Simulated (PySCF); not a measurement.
# I: excitation energy

I [Kr] 4d10 5s2 5p5 (2P) → I [Kr] 4d10 5s1 5p5 5d1 (high-spin determinant), as a difference of total energies. Computed with PySCF 2.14 in dyall-av2z (22s16p12d, 130 functions), with the non-relativistic Hamiltonian (point nucleus). Correlated levels: valence: [Kr] 4d10 frozen; virtual orbitals above 40 to 60 times the deepest correlated orbital energy dropped. The calculations carry no spin-orbit coupling.

```csv
method,excitation energy (cm⁻¹)
UHF,154190
LDA,149380
PBE,146520
PBE0,149630
r2SCAN,148880
revPBE,145670
PW91,146930
wB97X,155130
MP2 (valence),151950
SCS-MP2 (valence),150870
```

A first-order spin-orbit estimate (lowest level to lowest level, LS coupling) adds 0.007 eV.

The upper state lies above the first ionisation limit, where it may autoionise and the basis confines it.

The promoted electron is Rydberg-like, and one or two diffuse shells describe it only roughly, which tends to raise the upper state.

In the upper state the promoted electron has a positive orbital energy at LDA, PBE, PBE0, r2SCAN, revPBE, PW91, so the basis confines it.

The determinant of the upper state mixes LS terms, which raises its energy above the lowest term, most at the Hartree-Fock and MP2 levels.
